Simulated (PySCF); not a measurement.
# Structure elucidation problem

The spectra below were simulated for a compound C8H7O2P.

¹H NMR (400 MHz, computed): δ 8.18 (m, 1H), 7.67 (m, 1H), 7.54 (m, 1H), 7.52 (m, 1H), 4.24 (s, 3H).

¹³C{¹H} NMR (computed): δ 212.5 (C), 157.6 (C), 147.0 (C), 134.4 (CH), 128.5 (CH), 128.3 (CH), 116.9 (CH), 56.9 (CH3).

- shielding tensors at PBE0/pcSseg-1 (GIAO)
- coordinates at the GFN2-xTB level
- program: PySCF 2.14
- no solvent, one computed conformer, one averaged value for each set of equivalent atoms, non-relativistic Hamiltonian

References, each an isolated molecule treated in the same way: TMS for ¹H (31.72 ppm), ¹³C (186.93 ppm).

Q: Which candidate is it?
A. COc1oc2ccccc2p1
B. C#C[P@](=O)(O)c1ccccc1
C. Cc1cc(C=O)pc(C=O)c1

A: A. 

1. 8 carbon signals for 8 carbons: no two carbons are equivalent.
2. Carbon types of the structure: 3 × C, 4 × CH, 1 × CH3, which accounts for all hydrogens.
3. δC 212.5: aromatic carbon bearing oxygen; the electronegative substituent deshields the carbon that carries it.
4. δC 157.6, 147.0: ring-fusion aromatic carbon.
5. δC 134.4, 128.5, 128.3, 116.9: aromatic CH.
6. δH 8.18, 7.67, 7.54, 7.52: hydrogen on an aromatic CH; aromatic region.
7. δH 4.24: hydrogen on a methyl carbon bonded to O; its carbon carries O, which withdraws density.

The others: C#C[P@](=O)(O)c1ccccc1 would give 6 carbon signals, not 8; Cc1cc(C=O)pc(C=O)c1 would give 5 carbon signals, not 8.

Splittings by ³¹P in the carbon and heteronuclear signals aren't shown, as no couplings were computed. Shifts are as computed. Against solution values, carbons near 30 ppm lie about +3 ppm off and those near 130 ppm about +5 ppm. Of 1211 compounds with measured shifts, 218 miss one by over three times the rms of a fit or turn the order of signals round; such compounds aren't used in these exercises. No couplings were computed; multiplicities are counted from neighbouring protons, with m where these are inequivalent, close in shift, in a saturated or five-membered ring or joined by F or P, and br s for small geminal =CH2 splittings.
